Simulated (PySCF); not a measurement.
A small calculation by hand: refractive index and permittivity of the vapour

C2H6OSn, SMILES C=[CH][SnH2][OH].

Geometry optimised at PBE0-D3(BJ)/def2-SVP. The structure was generated by enumeration; whether it is a known compound was not checked. The def2 effective core potentials stand for the cores of Sn; spin–orbit coupling is left out. One conformer was computed; it need not be the lowest.

M06-2X/def2-TZVP (PySCF) gives a mean static polarisability of 65.0 bohr³ and a dipole moment of 2.40 D. Take an ideal gas at 298.15 K and 0.01 bar, whether or not the substance is that volatile.

Question: Work out n − 1 in the optical limit and the static ε − 1.

Answer: 
Polarisability volume α' = 65.0 × 0.148185 = 9.63 Å³. Number density N = p/kT = 2.43e-7 Å⁻³.
Dilute limit of Lorentz–Lorenz: n − 1 = 2π N α' = 1.5e-5.
Orientation term of Debye: μ²/(3kT) = 8.098 Å³ × μ²(D²) = 46.64 Å³.
ε − 1 = 4π N (α' + μ²/3kT) = 0.00017. Orientation of the dipole supplies 83 % of the static response; it can't follow optical fields. Vibrational polarisation and dispersion are left out.
